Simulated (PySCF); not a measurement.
Relaxation of singlet FPbN

Level of theory: PBE0 in PySCF with Pb def2-TZVP with ECP60, N def2-TZVP, F def2-TZVP; scalar-relativistic core potentials, no spin–orbit coupling; density-fitted integrals. A (50,194) grid was used.

A hand-made linear start, of C∞v symmetry, held to at least that symmetry:

```xyz
3
charge 0 multiplicity 1, angstrom
Pb    0.0000    0.0000   -0.0507
N     0.0000    0.0000   -2.0007
F     0.0000    0.0000    2.0293
```

Problem. What does it relax to?

Solution. It ends at C∞v with Pb–F 2.005 Å, Pb–N 1.883 Å; F–Pb–N 180.0°. A frequency run shows a minimum. Other isomers or separated fragments may lie lower.

Problem. How much energy is released, and in how many steps?

Solution. 9.4 kJ/mol in 3 steps.

Spin–orbit coupling, left out here, can matter for elements this heavy.

The relaxation took of the order of 15 core-seconds on a shared host.
